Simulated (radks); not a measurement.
Species: Ir49+. Configuration: [Ar] 3d10.

Method: non-relativistic Kohn-Sham, TPSS, spin-polarised, spherical densities, point nucleus; meta-GGA in the generalised Kohn-Sham scheme; relativity is left out, which matters for an element this heavy; computed with a radial shooting solver on a logarithmic mesh with Libxc functionals.

Energy parts (eV):
part                      energy
total                 -410110.07
kinetic                410066.54
electron-nucleus      -888308.49
Hartree                 74411.50
exchange-correlation    -6279.63

Orbitals (lengths in bohr, moments of r in powers of bohr):
orbital,occ.,eigenvalue (eV),<r>
1s,2,-71910.15,0.01966
2s,2,-14041.22,0.08271
2p,6,-13593.18,0.06992
3s,2,-5068.208,0.2046
3p,6,-4864.419,0.1946
3d,10,-4494.842,0.1696

The highest occupied level is 3d at -4494.8 eV. Virial ratio -V/T = 2.00011. The electron density at the nucleus is 3.259e+05 e/bohr^3. Summed over all electrons, <r^2> = 0.7432 bohr^2, which gives a Langevin (diamagnetic) susceptibility term of -0.589 x 10^-6 cm^3/mol.
